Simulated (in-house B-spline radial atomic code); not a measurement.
# PBEsol excitations of Cl⁵⁺

Method: PBEsol. Computed with a B-spline radial code for spherical atoms: linear response of the closed shell [Ne] 3s2 with the functional's adiabatic kernel; non-relativistic, point nucleus, no spin-orbit coupling, no double excitations, S, P, D and F terms only.

Command:
```bash
python run_td.py task.json out
```
Settings (radii: box in bohr, nucleus in fm):
```
Z                        17
electrons                12
configuration            [Ne] 3s2
hamiltonian              nr
method                   pbesol
box_radius               16.35
intervals                51
```

Run time, properties included: 0.1 s on 1 thread of Intel(R) Xeon(R) 6975P-C (Granite Rapids), on a shared host.

The lowest states, in the order of their Tamm-Dancoff energies; the method's threshold (minus the highest occupied level) is 89.05 eV. Labels give the largest channel, * marks a mixed state, and oscillator strengths are full-response dipole values. Semilocal kernels can invert the small singlet-triplet splittings of Rydberg terms. Energies in eV:

| state | full response | Tamm-Dancoff | oscillator strength |
| --- | --- | --- | --- |
| 3s → 3p 3P | 11.337 | 11.673 | - |
| 3s → 3p 1P | 18.222 | 18.903 | 1.23 |
| 3s → 3d 3D | ? | ? | - |
| 3s → 3d 1D | 35.04 | 35.05 | - |
| 3s → 4s 3S | 49.71 | 49.72 | - |
| 3s → 4s 1S | ? | ? | - |
| 3s → 4p 3P | 54.63 | 54.64 | - |
| 3s → 4p 1P | 55.10 | 55.13 | 0.158 |
| 3s → 4d 3D | 61.52 | 61.53 | - |
| 3s → 4d 1D | 61.78 | 61.78 | - |

Where does 3s → 3d 3D lie?

At 32.02 eV in full response, 32.15 eV in Tamm-Dancoff.

Where does 3s → 4s 1S lie?

At 50.98 eV in full response, 51.01 eV in Tamm-Dancoff.

How large is the singlet-triplet splitting of 3s → 3p (P terms) in Tamm-Dancoff?

7.23 eV, from the unrounded values.

What polarisabilities and dispersion coefficient does the method give?

Dipole 2.874 bohr³, quadrupole 3.227 bohr⁵, C6 4.443 hartree·bohr⁶ for two such species.
